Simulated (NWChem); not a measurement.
All runs are NWChem calculations. System: H₅AsSi, charge 0, spin multiplicity 1, at a geometry optimised with B3LYP/def2-SVP. Level: MP2/def2-SVP, 14 core orbitals frozen, spin-restricted.

Job file:

```
start mol
memory heap 200 mb stack 900 mb global 1100 mb
geometry units angstroms nocenter noautoz noautosym
  Si     1.556857    -0.299920     0.000000
  As    -0.782922     0.210597     0.000000
  H      2.168629     0.316780     1.213199
  H      2.168629     0.316780    -1.213199
  H      1.847284    -1.763346     0.000000
  H     -1.072058    -0.810518     1.103552
  H     -1.072058    -0.810518    -1.103552
end
basis spherical
  * library def2-svp
end
scf
  rhf
  nopen 0
  maxiter 100
  thresh 1e-7
  semidirect memsize 60000000 filesize 0
end
mp2
  freeze core 14
end
task mp2 energy
```

Output (cleaned and shortened):

```
             Northwest Computational Chemistry Package (NWChem) 7.3.0
             --------------------------------------------------------

                                NWChem Input Module
                                -------------------

 Scaling coordinates for geometry "geometry" by  1.889725989
 (inverse scale =  0.529177249)

                             Geometry "geometry" -> ""
                             -------------------------

 Output coordinates in angstroms (scale by  1.889725989 to convert to a.u.)

  No.       Tag          Charge          X              Y              Z
 ---- ---------------- ---------- -------------- -------------- --------------
    1 Si                  14.0000     1.55685700    -0.29992000     0.00000000
    2 As                  33.0000    -0.78292200     0.21059700     0.00000000
    3 H                    1.0000     2.16862900     0.31678000     1.21319900
    4 H                    1.0000     2.16862900     0.31678000    -1.21319900
    5 H                    1.0000     1.84728400    -1.76334600     0.00000000
    6 H                    1.0000    -1.07205800    -0.81051800     1.10355200
    7 H                    1.0000    -1.07205800    -0.81051800    -1.10355200

 Effective nuclear repulsion energy (a.u.)     162.9399506602

            Nuclear Dipole moment (a.u.)
            ----------------------------
        X                 Y               Z
 ---------------- ---------------- ----------------
    -0.0000037795    -0.0000018897     0.0000000000


 Summary of "ao basis" -> "" (spherical)
 ------------------------------------------------------------------------------
       Tag                 Description            Shells   Functions and Types
 ---------------- ------------------------------  ------  ---------------------
 *                          def2-svp                  on all atoms

 Summary of "ao basis" -> "ao basis" (spherical)
 ------------------------------------------------------------------------------
       Tag                 Description            Shells   Functions and Types
 ---------------- ------------------------------  ------  ---------------------
 Si                         def2-svp                 8       18   4s3p1d
 As                         def2-svp                12       32   5s4p3d
 H                          def2-svp                 3        5   2s1p

                                 NWChem SCF Module
                                 -----------------

  ao basis        = "ao basis"
  functions       =    75
  atoms           =     7
  closed shells   =    26
  open shells     =     0
  charge          =   0.00
  wavefunction    = RHF
  use symmetry    = F
  symmetry adapt  = F

 Summary of "ao basis" -> "ao basis" (spherical)
 ------------------------------------------------------------------------------
       Tag                 Description            Shells   Functions and Types
 ---------------- ------------------------------  ------  ---------------------
 Si                         def2-svp                 8       18   4s3p1d
 As                         def2-svp                12       32   5s4p3d
 H                          def2-svp                 3        5   2s1p

 Forming initial guess at       0.0s

      Superposition of Atomic Density Guess
      -------------------------------------

 Sum of atomic energies:       -2525.09456614

      Non-variational initial energy
      ------------------------------

 Total energy =   -2525.607556
[...]
    67      0.265539  6 H  s                 72      0.265539  7 H  s
    23      0.257156  2 As s                 30      0.200188  2 As px

 Vector   28  Occ=0.000000D+00  E= 1.436454D-01
              MO Center= -6.7D-01, -3.7D-02, -2.7D-13, r^2= 4.0D+00
   Bfn.  Coefficient  Atom+Function         Bfn.  Coefficient  Atom+Function
  ----- ------------  ---------------      ----- ------------  ---------------
    35      1.196027  2 As pz                67     -0.941304  6 H  s
    72      0.941304  7 H  s                 13      0.218637  1 Si pz
    52     -0.208795  3 H  s                 57      0.208795  4 H  s
    32      0.199266  2 As pz                66     -0.188953  6 H  s
    71      0.188953  7 H  s                 29     -0.160344  2 As pz

 Vector   29  Occ=0.000000D+00  E= 1.534038D-01
              MO Center=  1.4D-01, -4.8D-01,  4.7D-13, r^2= 5.8D+00
   Bfn.  Coefficient  Atom+Function         Bfn.  Coefficient  Atom+Function
  ----- ------------  ---------------      ----- ------------  ---------------
    23      1.747579  2 As s                 67     -1.099812  6 H  s
    72     -1.099812  7 H  s                 34     -1.060519  2 As py
    11      0.892087  1 Si px                62     -0.582614  5 H  s
    12     -0.531409  1 Si py                 4     -0.419625  1 Si s
     3      0.363055  1 Si s                 22      0.328264  2 As s

 center of mass
 --------------
 x =  -0.19310232 y =   0.08079877 z =   0.00000000

 moments of inertia (a.u.)
 ------------------
          56.150382026054          89.603843176041           0.000000000000
          89.603843176041         475.896800590995           0.000000000000
           0.000000000000           0.000000000000         493.326481288042

  Mulliken analysis of the total density
  --------------------------------------

    Atom       Charge   Shell Charges
 -----------   ------   -------------------------------------------------------
    1 Si  14    13.46   2.00  1.99  0.96  0.19  5.94  1.23  0.97  0.19
    2 As  33    33.09   2.00  2.00  2.00  1.24  0.52  6.00  5.98  1.53  1.70  8.18  1.77  0.16
    3 H    1     1.13   0.74  0.38  0.01
    4 H    1     1.13   0.74  0.38  0.01
    5 H    1     1.13   0.74  0.38  0.01
    6 H    1     1.04   0.70  0.32  0.02
    7 H    1     1.04   0.70  0.32  0.02

       Multipole analysis of the density wrt the origin
       ------------------------------------------------

     L   x y z        total         open         nuclear
     -   - - -        -----         ----         -------
     0   0 0 0     -0.000000      0.000000     52.000000

     1   1 0 0      0.106201      0.000000     -0.000004
     1   0 1 0     -0.201667      0.000000     -0.000002
     1   0 0 1     -0.000000      0.000000      0.000000

     2   2 0 0    -27.300742      0.000000    247.396682
     2   1 1 0      0.745460      0.000000    -43.294617
     2   1 0 1      0.000000      0.000000      0.000000
     2   0 2 0    -27.459816      0.000000     26.236186
     2   0 1 1      0.000000      0.000000      0.000000
     2   0 0 2    -26.074257      0.000000     19.210032

                   NWChem MP2 Semi-direct Energy/Gradient Module
                   ---------------------------------------------

  Basis functions       =     75
  Molecular orbitals    =     75
  Frozen core           =     14
  Frozen virtuals       =      0
  Active alpha occupied =     12
  Active beta occupied  =     12
  Active alpha virtual  =     49
  Active beta virtual   =     49
  Use MO symmetry       = F
  Use skeleton AO sym   = F

  AO/Fock/Back tols     =   1.0D-09  1.0D-09  1.0D-09

 GA uses MA = F    GA memory limited = T

 Available:
  local mem=  1.26D+08
 global mem=  1.44D+08
 local disk=  0.00D+00
  mp2_memr nvloc                    49
  nvloc new                    49
   1 passes of  12:        3145728                      26469                   5537485.
   1 passes of  12: M    126152330           G      144167950           F     123006602.

 Semi-direct pass number   1 of   1  for RHF alpha+beta  at        0.9s
  vrange nnbf                  2765
  mp2_eaftype                    21  avail_ma_in_mb                  1099
 EAF : mp2_eaftype filesize          21    2768742.
  mp2_eaf for mointskh                     21
Node 0 wrote     13.0 Mb in      0.0 s     Agg I/O rate:  3780.0 Mb/s
 Done moints_semi at        2.1s
  mp2_eaftype                    21  avail_ma_in_mb                  1078
 EAF : mp2_eaftype filesize          21    2768742.
  mp2_eaf for kh                    21
 Done maket at        2.2s
 Done multipass loop at        2.2s

          -------------------------------------------
          SCF energy               -2525.666552402400
          Correlation energy          -0.347695593965
          Singlet pairs               -0.222432797377
          Triplet pairs               -0.125262796588
          Total MP2 energy         -2526.014247996365
          -------------------------------------------

          ---------------------------------------------------
                    Spin Component Scaled (SCS) MP2
          Same spin pairs                     -0.083508531059
          Same spin scaling factor             0.333333333333
          Opposite spin pairs                 -0.264187062906
          Opposite spin scaling fact.          1.200000000000
          SCS-MP2 correlation energy          -0.344860652507
          Total SCS-MP2 energy             -2526.011413054907
          ---------------------------------------------------

 -----------------------
 Performance information
 -----------------------

 Timer overhead =  1.64D-07 seconds/call

               Nr. of calls         CPU time (s)                 Wall time (s)                GFlops
             ---------------    -------------------     ------------------------------   -------------------
Name         Min   Avg   Max    Min     Avg     Max     Min     Avg     Max   Mx/calls   Min     Max     Sum
mp2: moin     1     1     1    1.3     1.3     1.3      1.3     1.3     1.3     1.3      0.0     0.0     0.0
mp2: make     1     1     1   4.34E-2 4.34E-2 4.34E-2  4.34E-2 4.34E-2 4.34E-2 4.34E-2   0.0     0.0     0.0
mp2: tota     1     1     1    1.3     1.3     1.3      1.3     1.3     1.3     1.3      0.0     0.0     0.0

 The average no. of pstat calls per process was 3.00D+00
 with a timing overhead of 4.92D-07s

 Task  times  cpu:        2.2s     wall:        2.2s

 Total times  cpu:        2.2s     wall:        2.2s
```
